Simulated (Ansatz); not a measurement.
A structure relaxed at PBE0-D4/def2-TZVP, charge 0, multiplicity 1:

```json
{"atom": "C1", "x (Å)": "0.484", "y (Å)": "-0.831", "z (Å)": "1.612"}
{"atom": "C2", "x (Å)": "0.980", "y (Å)": "0.092", "z (Å)": "0.499"}
{"atom": "Al3", "x (Å)": "-0.312", "y (Å)": "0.453", "z (Å)": "-0.909"}
{"atom": "O4", "x (Å)": "0.100", "y (Å)": "1.486", "z (Å)": "-2.188"}
{"atom": "S5", "x (Å)": "-2.291", "y (Å)": "-0.491", "z (Å)": "-0.806"}
{"atom": "H6", "x (Å)": "1.251", "y (Å)": "-1.000", "z (Å)": "2.373"}
{"atom": "H7", "x (Å)": "0.190", "y (Å)": "-1.810", "z (Å)": "1.226"}
{"atom": "H8", "x (Å)": "-0.391", "y (Å)": "-0.417", "z (Å)": "2.121"}
{"atom": "H9", "x (Å)": "1.304", "y (Å)": "1.055", "z (Å)": "0.912"}
{"atom": "H10", "x (Å)": "1.878", "y (Å)": "-0.326", "z (Å)": "0.027"}
{"atom": "H11", "x (Å)": "-0.466", "y (Å)": "1.720", "z (Å)": "-2.920"}
{"atom": "H12", "x (Å)": "-2.727", "y (Å)": "0.069", "z (Å)": "-1.947"}
```

(1) Give its formula and SMILES.

(2) Point group (tolerance 0.08 Å, 0.16 Å for H)?

(3) Summarise the bond lengths by kind.

Results:

(1) C2H7AlOS, `C[CH2][Al]([OH])[SH]`.

(2) Cs.

(3) 1 × C–C 1.529 Å; 5 × C–H 1.093 to 1.097 Å; 1 × Al–C 1.945 Å; 1 × Al–O 1.695 Å; 1 × Al–S 2.195 Å; 1 × H–O 0.955 Å; 1 × H–S 1.344 Å.

All numbers were calculated with Ansatz.
